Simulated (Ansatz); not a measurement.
C3H4BFO, SMILES C=C=CB(O)F.

The structure is a stationary point at B3LYP-D3(BJ)/def2-SVP. The structure was generated by enumeration, and PubChem lists no compound with its InChIKey, so it may never have been made. Other conformers were not sampled.

Two levels are set side by side: PBE/def2-TZVPD (Ansatz, an electronic-structure program) and PBE0/def2-TZVPD (Ansatz). Energy differences of separate SCF runs at the same geometry; the states with an electron removed or added have multiplicity 2 and 2. Differences are taken from unrounded values.

```
quantity                           PBE0   PBE  PBE minus PBE0
---------------------------------  ----  ----  --------------
vertical ionisation energy (eV)    9.99  9.83           -0.16
vertical singlet–triplet gap (eV)  4.18  4.27            0.08
```

On these quantities the two levels nearly agree.
